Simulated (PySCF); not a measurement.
# Atomic charges by several schemes

C8H12P (charge -1).
Atom-mapped SMILES: `[CH:1]1=[C:2]([P-:3][CH:4]2[CH2:5][CH2:6]2)[CH2:7][CH2:8][CH2:9]1` (hydrogens: H10 on C1; H11 on C4; H12, H13 on C5; H14, H15 on C6; H16, H17 on C7; H18, H19 on C8; H20, H21 on C9)

Cartesian coordinates in Å at the GFN2-xTB level; atoms count from 1:
```
atom  x, y, z in Å
C1     1.7352    0.3580   -1.4099
C2     0.5785    0.0547   -0.7859
P3    -1.0266    0.0481   -1.5363
C4    -2.0350   -0.4830   -0.0733
C5    -2.4808    0.4898    0.9813
C6    -3.4690   -0.0575    0.0014
C7     0.8537   -0.2273    0.6744
C8     2.3776   -0.3920    0.7469
C9     2.9196    0.3390   -0.4873
H10    1.8316    0.6322   -2.4470
H11   -1.8362   -1.4967    0.2741
H12   -2.1849    1.5231    0.8703
H13   -2.5379    0.1558    2.0118
H14   -4.2103   -0.7660    0.3543
H15   -3.8339    0.6082   -0.7675
H16    0.5161    0.6192    1.2815
H17    0.3328   -1.1162    1.0342
H18    2.6305   -1.4536    0.6801
H19    2.7933   -0.0060    1.6821
H20    3.7909   -0.1722   -0.9172
H21    3.2457    1.3592   -0.2274
```

Density: PBE0/pcSseg-1 (PySCF); schemes: Mulliken, IAO, Hirshfeld and ESP-fitted. Geometry: GFN2-xTB, one conformer, isolated ion. The pcSseg-1 basis has no diffuse functions, a weakness for an anion. The HOMO energy is positive at this level (+0.84 eV), so the outermost electrons may be held by the finite basis alone.

**Question.** Give the atomic charges in each scheme.

**Answer.** In e:

```
atom                      environment  Mulliken     IAO  Hirshfeld  ESP-fitted
  C1                 alkene CH carbon    -0.209  -0.303     -0.152      -0.452
  C2  fully substituted alkene carbon    -0.354  -0.183     -0.089      +0.192
  P3         phosphorus bonded to 2 C    -0.045  -0.228     -0.314      -0.807
  C4   sp3 carbon bound to phosphorus    -0.467  -0.289     -0.111      +0.171
  C5       three-membered-ring carbon    -0.192  -0.309     -0.121      -0.379
  C6       three-membered-ring carbon    -0.200  -0.297     -0.121      -0.343
  C7                   allylic carbon    -0.149  -0.253     -0.081      -0.052
  C8                  ring CH2 carbon    -0.213  -0.253     -0.082      -0.074
  C9                   allylic carbon    -0.162  -0.253     -0.095      -0.037
 H10                 vinylic hydrogen    +0.013  +0.111     +0.004      +0.173
 H11                 methine hydrogen    +0.106  +0.111     +0.011      +0.055
 H12               methylene hydrogen    +0.096  +0.134     +0.019      +0.129
 H13               methylene hydrogen    +0.073  +0.112     +0.015      +0.092
 H14               methylene hydrogen    +0.080  +0.115     +0.018      +0.086
 H15               methylene hydrogen    +0.099  +0.132     +0.020      +0.159
 H16               methylene hydrogen    +0.108  +0.122     +0.021      +0.062
 H17               methylene hydrogen    +0.103  +0.121     +0.023      +0.011
 H18               methylene hydrogen    +0.092  +0.115     +0.018      +0.034
 H19               methylene hydrogen    +0.070  +0.105     +0.011      -0.026
 H20               methylene hydrogen    +0.075  +0.100     +0.006      -0.006
 H21               methylene hydrogen    +0.076  +0.091      0.000      +0.012
```

Mean size of the charges over all atoms: IAO 0.178 e, ESP-fitted 0.160 e, Mulliken 0.142 e, Hirshfeld 0.063 e. Each set sums to the total charge, -1, to within 0.001 e. The Mulliken scheme counts on each atom the diagonal of the density matrix times the overlap matrix over that atom's basis functions.

Lowest charge. The schemes don't all agree: Mulliken C4 (-0.467); IAO C5 (-0.309); Hirshfeld P3 (-0.314); ESP-fitted P3 (-0.807).

Highest charge. The schemes don't all agree: Mulliken H16 (+0.108); IAO H12 (+0.134); Hirshfeld H17 (+0.023); ESP-fitted C2 (+0.192).

**Question.** How many electrons does the Mulliken scheme count on C8?

**Answer.** Z − q = 6 − (-0.213) = 6.213.

**Question.** Sum the charges by element, for elements with more than one atom.

**Answer.** 
| element | atoms | Mulliken | IAO | Hirshfeld | ESP-fitted |
| --- | --- | --- | --- | --- | --- |
| C | 8 | -1.946 | -2.141 | -0.852 | -0.975 |
| H | 12 | +0.991 | +1.369 | +0.166 | +0.783 |

**Question.** How closely do the schemes follow one another over all atoms?

**Answer.** Correlation coefficient and root-mean-square difference: Mulliken with IAO 0.88, 0.089 e; IAO with Hirshfeld 0.83, 0.128 e; Hirshfeld with ESP-fitted 0.82, 0.181 e; Mulliken with Hirshfeld 0.63, 0.133 e; IAO with ESP-fitted 0.56, 0.207 e; Mulliken with ESP-fitted 0.19, 0.268 e.
